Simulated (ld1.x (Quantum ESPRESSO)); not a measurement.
Before and after: TM potential for boron (B)

boron (B), norm-conserving Troullier–Martins (Kleinman–Bylander form), made with ld1.x (Quantum ESPRESSO) 7.5 (PBE, scalar-relativistic). Core [He], reference 2s2 2p1. Waves: 2s (bound): rc 1.35 bohr; 2p (bound): rc 3.10 bohr. Local part: all-electron potential smoothed inside 1.40 bohr (lloc = -1). Core correction: a·sin(br)/r model core inside 1.00 bohr.

Change: wave 2s (bound): rc 1.35 bohr becomes 2s (bound): rc 1.98 bohr.

Cutoffs: the cutoffs (Ry, on a coarse ladder) from which the occupation-weighted sum of valence levels, in a spherical-Bessel basis at the reference potential, stays within 10 and 1 mRy of its value at 400 Ry; they do not see the model core or the augmentation charge, which bear on the density cutoff. Errors are all-electron minus pseudo energies relative to the spin-unpolarised reference configuration.

Question: What does the change do?

Answer: The potential gets softer (21 Ry and 55 Ry → 12 Ry and 30 Ry); of the 7 tests that both files solve, the error grows in 2 and shrinks in 0 by more than 15 % and 0.3 meV (median size 54.4 → 63.5 meV); the range in which the s phases agree narrows (upper end 4.2 → 0.8); neither file shows a bound ghost. A larger radius leaves more room for a smooth pseudo-wave, so fewer plane waves are needed.

| quantity | base | changed |
| --- | --- | --- |
| cutoff, loose | 21 Ry | 12 Ry |
| cutoff, tight | 55 Ry | 30 Ry |
| loose cutoff by channel (10 mRy a level) | s 18 Ry, p 10 Ry | s 10 Ry, p 10 Ry |
| bound ghosts | none | none |
| error for 2s2 2p0, meV [ΔE 8.22 eV] | +95 | +105 |
| error for 2s1 2p0, meV [ΔE 33.64 eV] | +298 | +304 |
| error for 2s2 2p0.5, meV [ΔE 2.89 eV] | +13 | +15 |
| error for 2s0 2p3, meV [ΔE 11.72 eV] | -81 | -91 |
| error for 2s1 2p1, meV [ΔE 14.36 eV] | -54 | -64 |
| error for 2s2 2p1.3, meV [ΔE -0.74 eV] | +1.1 | +1.3 |
| error for 2s1 2p2, meV [ΔE 5.85 eV] | -20 | -23 |
| s: phases at 3.35 bohr within 0.05 rad from the reference energy up to (Ry; the scan ends near 5) | 4.2 | 0.8 |
| p: phases at 3.35 bohr within 0.05 rad from the reference energy up to (Ry; the scan ends near 5) | 0.7 | 0.7 |
